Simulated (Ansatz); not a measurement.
Ansatz (a first-principles code) input:
A basis named .json is the Basis Set Exchange file of that set.

Ansatz 0.2 input:
```yaml
crystal:
  periodic: [false, false, false]
  atoms:
    - {symbol: C, position_ang: [-2.04597096, 0.62848991, -0.47385733]}
    - {symbol: C, position_ang: [-1.32944136, -0.64874731, -0.03516502]}
    - {symbol: C, position_ang: [-2.33468379, -1.70468366, 0.42657017]}
    - {symbol: C, position_ang: [-0.29005367, -0.37635108, 1.06602124]}
    - {symbol: Si, position_ang: [1.10272655, 0.79915155, 0.64887760]}
    - {symbol: Cl, position_ang: [1.98026461, 0.22741657, -1.14538231]}
    - {symbol: H, position_ang: [-2.79649376, 0.40975973, -1.23541359]}
    - {symbol: H, position_ang: [-1.35495676, 1.36124771, -0.89404434]}
    - {symbol: H, position_ang: [-2.55595114, 1.09756000, 0.37232865]}
    - {symbol: H, position_ang: [-0.79551271, -1.04928421, -0.90253664]}
    - {symbol: H, position_ang: [-1.83273522, -2.63097654, 0.71303753]}
    - {symbol: H, position_ang: [-2.89963517, -1.34866909, 1.29261250]}
    - {symbol: H, position_ang: [-3.04959079, -1.93940357, -0.36488783]}
    - {symbol: H, position_ang: [-0.79065759, 0.02623320, 1.95656546]}
    - {symbol: H, position_ang: [0.16988396, -1.31900787, 1.37975004]}
    - {symbol: H, position_ang: [2.15209281, 0.75022183, 1.68943511]}
    - {symbol: H, position_ang: [0.65178482, 2.19586854, 0.47895183]}
basis:
  gaussian:
    orbitals: cc-pV_D+d_Z.json
magnetization: {spin_polarized: false}
correlation: {method: ccsd_t, electrons: outside_noble_gas}
```

Which total energy does the run end on?

-907.32176 Eh (CCSD(T)/cc-pV(D+d)Z). The basis has 157 functions.
